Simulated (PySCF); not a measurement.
Two-photon absorption: pyridazine N-oxide (SMILES [O-][n+]1ccccn1)

Molfile (atoms numbered from 1):
```
C4H4N2O
     RDKit          3D

 11 11  0  0  0  0  0  0  0  0999 V2000
   -2.0277   -1.7075   -0.2886 O   0  0  0  0  0  0  0  0  0  0  0  0
   -1.0431   -0.9798   -0.1508 N   0  0  0  0  0  0  0  0  0  0  0  0
   -1.1733    0.3760   -0.1580 C   0  0  0  0  0  0  0  0  0  0  0  0
   -0.0778    1.1876   -0.0046 C   0  0  0  0  0  0  0  0  0  0  0  0
    1.1721    0.6002    0.1607 C   0  0  0  0  0  0  0  0  0  0  0  0
    1.2050   -0.7845    0.1542 C   0  0  0  0  0  0  0  0  0  0  0  0
    0.1385   -1.5380    0.0037 N   0  0  0  0  0  0  0  0  0  0  0  0
   -2.1794    0.7398   -0.2900 H   0  0  0  0  0  0  0  0  0  0  0  0
   -0.1999    2.2597   -0.0141 H   0  0  0  0  0  0  0  0  0  0  0  0
    2.0655    1.1866    0.2871 H   0  0  0  0  0  0  0  0  0  0  0  0
    2.1254   -1.3374    0.2746 H   0  0  0  0  0  0  0  0  0  0  0  0
  1  2  1  0
  2  3  2  0
  3  4  1  0
  4  5  2  0
  5  6  1  0
  6  7  2  0
  7  2  1  0
  3  8  1  0
  4  9  1  0
  5 10  1  0
  6 11  1  0
M  CHG  2   1  -1   2   1
M  END
```

Theory: TDDFT CAM-B3LYP/aug-cc-pVDZ excited states, vertical, gas phase in PySCF 2.14.0. Geometry: GFN2-xTB.

Task: How strongly do the lowest singlets absorb one photon, and two photons of half the energy?

Result: δ for parallel linear polarisation; σ at the peak of a Lorentzian of half width 0.1 eV, single beam; Ω is circular over linear.
| state | E (eV) | f | photon λ (nm) | δ (au) | σ (GM) | Ω | main |
| --- | --- | --- | --- | --- | --- | --- | --- |
| S1 | 4.44 | 0.000 | 558 | <0.1 | 0.00 | – | HOMO−1→LUMO 0.91 |
| S2 | 4.49 | 0.055 | 553 | 16.1 | 0.12 | 1.29 | HOMO→LUMO+1 0.63, HOMO→LUMO 0.29 |
| S3 | 5.01 | 0.240 | 495 | 3.82 | 0.04 | 0.80 | HOMO→LUMO 0.64, HOMO→LUMO+1 0.30 |
| S4 | 5.35 | 0.004 | 463 | 0.26 | 0.00 | 1.50 | HOMO−2→LUMO 0.92 |
| S5 | 5.65 | 0.001 | 439 | 0.27 | 0.00 | 1.50 | HOMO−1→LUMO+1 0.55, HOMO−2→LUMO+1 0.35 |

Among these, the strongest one-photon state is S3, the strongest two-photon state S2, with a dipole change of 1.7 D (relaxed, norm of the difference vector).
